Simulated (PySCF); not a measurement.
## Assigning NMR signals

Molfile (atoms numbered from 1):
```
C5H7NO2Si
     RDKit          3D

 16 17  0  0  0  0  0  0  0  0999 V2000
   -2.2607    1.9921    0.3901 O   0  0  0  0  0  0  0  0  0  0  0  0
   -1.5571    0.5867    0.7444 Si  0  0  1  0  0  4  0  0  0  0  0  0
   -1.9791   -0.6347   -0.2533 O   0  0  0  0  0  0  0  0  0  0  0  0
   -0.9019   -1.4225   -0.7198 C   0  0  0  0  0  0  0  0  0  0  0  0
    0.3624   -0.7076   -0.3778 C   0  0  0  0  0  0  0  0  0  0  0  0
    1.6977   -0.8468   -0.6066 C   0  0  0  0  0  0  0  0  0  0  0  0
    2.3324    0.2383    0.0509 C   0  0  0  0  0  0  0  0  0  0  0  0
    1.3573    0.9833    0.6470 C   0  0  0  0  0  0  0  0  0  0  0  0
    0.1463    0.4156    0.3824 N   0  0  0  0  0  0  0  0  0  0  0  0
   -2.3704    2.2992   -0.5079 H   0  0  0  0  0  0  0  0  0  0  0  0
   -1.8508    0.3820    2.1461 H   0  0  0  0  0  0  0  0  0  0  0  0
   -1.0218   -1.5611   -1.7999 H   0  0  0  0  0  0  0  0  0  0  0  0
   -0.9513   -2.4061   -0.2370 H   0  0  0  0  0  0  0  0  0  0  0  0
    2.1784   -1.6204   -1.1722 H   0  0  0  0  0  0  0  0  0  0  0  0
    3.3871    0.4335    0.0672 H   0  0  0  0  0  0  0  0  0  0  0  0
    1.4238    1.8772    1.2350 H   0  0  0  0  0  0  0  0  0  0  0  0
  1  2  1  0
  2  3  1  0
  3  4  1  0
  4  5  1  0
  5  6  2  0
  6  7  1  0
  7  8  2  0
  8  9  1  0
  9  2  1  0
  9  5  1  0
  1 10  1  0
  2 11  1  1
  4 12  1  0
  4 13  1  0
  6 14  1  0
  7 15  1  0
  8 16  1  0
M  END
```

[PySCF 2.14: GIAO PBE0/pcSseg-1 shieldings; structure optimised with GFN2-xTB; in vacuum; non-relativistic; a single conformation]

Scale: ¹³C and ¹H vs TMS (reference shieldings calculated alike).

(1) Assign these signals to the numbered atoms. ¹³C{¹H} NMR (computed): δ 141.6, 121.6, 119.4, 107.2, 67.5.

(2) Assign these signals to the numbered atoms. ¹H NMR (400 MHz, computed): δ 6.70 (m, 1H), 6.65 (m, 1H), 6.22 (m, 1H), 5.39 (m, 1H), 5.33 (m, 1H), 4.90 (s, 1H), 2.72 (br s, 1H).

Answers

(1) 
| δ (ppm) | atoms | environment | reason |
| --- | --- | --- | --- |
| 141.6 | C5 | substituted aromatic carbon next to a ring nitrogen | – |
| 121.6 | C7 | aromatic CH | – |
| 119.4 | C8 | aromatic CH next to a ring nitrogen | – |
| 107.2 | C6 | aromatic CH | – |
| 67.5 | C4 | sp3 CH2 bonded to O, on an aromatic ring | the inductive effect lowers its shielding |

(2) 
| δ (ppm) | atoms | environment | reason |
| --- | --- | --- | --- |
| 6.70 | H16 | hydrogen on an aromatic CH next to a ring nitrogen | it sits in the deshielding region of the aromatic ring current |
| 6.65 | H15 | hydrogen on an aromatic CH | the ring current deshields protons in the ring plane |
| 6.22 | H14 | hydrogen on an aromatic CH | – |
| 5.39 | H12 | hydrogen on an sp3 CH2 bonded to O, on an aromatic ring | its carbon carries O, hence the downfield position |
| 5.33 | H13 | hydrogen on an sp3 CH2 bonded to O, on an aromatic ring | – |
| 4.90 | H11 | hydrogen on a silicon bonded to N, 2 O, in a 5-membered ring | – |
| 2.72 | H10 | hydrogen on an oxygen bonded to Si | exchangeable, gas-phase position |

H16 and H15; H12 and H13 lie closer than the usual error of such a calculation, so a measured spectrum could show them in the other order.

Exchangeable OH/NH protons stand at their gas-phase positions; hydrogen bonding in a real sample shifts them, mostly to higher δ. Shifts are as computed. Against solution values, carbons near 30 ppm lie about +3 ppm off and those near 130 ppm about +5 ppm. Of 1211 compounds with measured shifts, 218 miss one by over three times the rms of a fit or turn the order of signals round; such compounds aren't used in these exercises. Multiplicities follow the n + 1 count of equivalent neighbours, as no J values were calculated; m marks all less simple cases, F and P coupling included.
